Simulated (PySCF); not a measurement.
Input for PySCF: R-B3LYP/LANL2DZ on BH3S (SMILES BS), a point of a torsion scan.

```python
from pyscf import gto, scf, dft, mp
from pyscf.data.elements import chemcore

mol = gto.M(
    atom='''
    B    -0.58828275   -0.02427836    0.10723187
    S     1.05304731   -0.60797034    0.36264065
    H    -1.39045299   -0.79783353   -0.23684109
    H    -0.79174208    1.12531829    0.08081811
    H     1.71862199    0.50770524    0.07883179
    ''',
    basis='lanl2dz',
    ecp={'S': 'lanl2dz'},
    charge=0, spin=0, verbose=3, max_memory=1800)
mf = dft.RKS(mol, xc='b3lyp')
mf.conv_tol = 1e-8
mf.max_cycle = 100
mf.kernel()
if not mf.converged:
    mf = mf.newton().run(mf.mo_coeff, mf.mo_occ)
```

**Question.** Predict the final total energy.

**Answer.** -36.7442 hartree.
